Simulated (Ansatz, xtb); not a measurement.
## Isomers of C8H9F5O2 in order of energy

7 gas-phase structures of C8H9F5O2, from a drawn sample of its isomers (lower ones may exist). Each was relaxed with GFN2-xTB; where two conformers were screened, the lower at r2SCAN-D4/def2-SVP is listed:

A. `C[C@@]1(C(=O)O)CC(F)(F)C[C@H]1C(F)(F)F`, a singlet
B. `O=C(O)C1(C(F)(F)F)CCC(F)(F)CC1`, a singlet
C. `C=C(C)CCOC(=O)C(F)(F)C(F)(F)F`, a singlet
D. `O=C(O)[C@@H]1C[C@H](C(F)(F)F)CC(F)(F)C1`, a singlet
E. `C[C@@]1(C(=O)O)CC(F)(F)C[C@@H]1C(F)(F)F`, a singlet
F. `O=C(O)[C@@H]1CCC(F)(F)C[C@@H]1C(F)(F)F`, a singlet
G. `O=C(F)C1(C(O)(F)F)CCC(F)(F)CC1`, a singlet

Make a reasoned guess at their ranking by r2SCAN-D4/def2-SVP single-point energy.

Calculated order at r2SCAN-D4/def2-SVP: D (0.000), F (0.022), B (0.081), G (0.317), E (0.385), A (0.433), C (2.434) eV. Less than 1 kcal/mol parts D and F, so the order within that pair means little.

Energies above the lowest of each column, in eV; the last columns are at PBE-D3(BJ)/def2-SVP geometries and were run for some of them only (a dash: not run or not comparable):

```json
{"structure": "D", "GFN2-xTB": "0.000", "HF/STO-3G": "0.000", "r2SCAN-D4/def2-SVP": "0.000", "PBE-D3(BJ)/def2-SVP": "0.000", "PBE0-D4/def2-TZVP": "0.000"}
{"structure": "F", "GFN2-xTB": "0.008", "HF/STO-3G": "0.090", "r2SCAN-D4/def2-SVP": "0.022", "PBE-D3(BJ)/def2-SVP": "0.002", "PBE0-D4/def2-TZVP": "0.082"}
{"structure": "B", "GFN2-xTB": "0.084", "HF/STO-3G": "0.131", "r2SCAN-D4/def2-SVP": "0.081", "PBE-D3(BJ)/def2-SVP": "0.097", "PBE0-D4/def2-TZVP": "0.185"}
{"structure": "G", "GFN2-xTB": "0.240", "HF/STO-3G": "0.361", "r2SCAN-D4/def2-SVP": "0.317", "PBE-D3(BJ)/def2-SVP": "–", "PBE0-D4/def2-TZVP": "–"}
{"structure": "E", "GFN2-xTB": "0.171", "HF/STO-3G": "0.266", "r2SCAN-D4/def2-SVP": "0.385", "PBE-D3(BJ)/def2-SVP": "–", "PBE0-D4/def2-TZVP": "–"}
{"structure": "A", "GFN2-xTB": "0.202", "HF/STO-3G": "0.370", "r2SCAN-D4/def2-SVP": "0.433", "PBE-D3(BJ)/def2-SVP": "–", "PBE0-D4/def2-TZVP": "–"}
{"structure": "C", "GFN2-xTB": "2.615", "HF/STO-3G": "2.778", "r2SCAN-D4/def2-SVP": "2.434", "PBE-D3(BJ)/def2-SVP": "2.314", "PBE0-D4/def2-TZVP": "2.398"}
```

Every level run on D puts it lowest or level with the lowest. Some further structures that were screened fall inside this span and aren't listed. Flexible structures stand in one conformer each, not always the lowest. Frequencies (GFN2-xTB) were run for B, C, D, F alone.

Over these structures GFN2-xTB departs from r2SCAN-D4/def2-SVP by 0.106 eV on average once a common shift is removed. A GFN2-xTB relaxation took about 0.14 s and the r2SCAN-D4/def2-SVP energy about 1.7 s on a shared host (Ansatz 0.2.0, xtb 6.7.1).
